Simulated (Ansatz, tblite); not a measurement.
Removing and adding an electron: diphenyliodonium hydroxide (C12H11IO). The state is a singlet with charge 0. Geometry: PBE-D4/def2-SVP. Ansatz, gas phase; energy differences of separate SCF runs; the oxidised species was run as a doublet alone; the reduced species was run as a doublet alone.

```xyz
25

O    -0.973    0.328    1.272
H    -1.579    0.957    0.823
C     2.499    4.294    0.650
C     2.680    3.606   -0.560
C     2.022    2.382   -0.775
C     1.192    1.862    0.225
I     0.379   -0.171   -0.310
C    -0.948   -1.988   -0.403
C    -0.634   -2.794   -1.503
C    -1.334   -3.998   -1.700
C    -2.338   -4.378   -0.795
C    -2.641   -3.557    0.304
C    -1.945   -2.352    0.509
C     1.000    2.536    1.437
C     1.663    3.759    1.644
H     3.012    5.253    0.819
H     3.331    4.023   -1.345
H     2.163    1.842   -1.729
H     0.155   -2.495   -2.217
H    -1.094   -4.637   -2.565
H    -2.888   -5.319   -0.948
H    -3.427   -3.857    1.014
H    -2.161   -1.692    1.359
H     0.340    2.100    2.198
H     1.525    4.298    2.595
```

In the def2 sets I takes a core potential; there is no spin–orbit coupling. The xTB rows come from tblite. HOMO above LUMO, or a gap near zero within one spin, warns that the state may not be the lowest or that an electron is smeared out.

Problem. Estimate orbital energies and vertical ionisation energies and electron affinities at: GFN1-xTB; GFN2-xTB; PBE-D4/def2-SVP; PBE0-D4/def2-SVP.

Solution. 
| level | −HOMO (eV) | vertical IE (eV) | −LUMO (eV) | vertical EA (eV) | HOMO–LUMO gap (eV) | IE − EA (eV) | remarks |
| --- | --- | --- | --- | --- | --- | --- | --- |
| GFN1-xTB | 10.92 | 13.20 | 8.73 | 6.16 | 2.19 | 7.04 | – |
| GFN2-xTB | 9.82 | 12.11 | 7.05 | 4.63 | 2.77 | 7.48 | – |
| PBE-D4/def2-SVP | 5.40 | 7.70 | 2.99 | 0.61 | 2.41 | 7.09 | HOMO above zero (-1 doublet), gap within one spin near zero (+1 doublet) |
| PBE0-D4/def2-SVP | 6.43 | 7.90 | 2.24 | 0.78 | 4.19 | 7.11 | HOMO above zero (-1 doublet) |

Relaxing the reduced species (PBE-D4/def2-SVP) changes its energy by -1.08 eV at PBE-D4/def2-SVP, so the adiabatic electron affinity to this nearest minimum is 1.69 eV. On the way the bond O1–I7 breaks. At PBE0-D4/def2-SVP it is 1.67 eV.     A HOMO above zero means that the electron is unbound at that level or that self-interaction error raises the level; the energy of removing that electron tells which. Raw xTB energy differences between charge states are shifted by several eV; the methods need an empirical correction for them. Sets without diffuse functions give affinities that are too small.
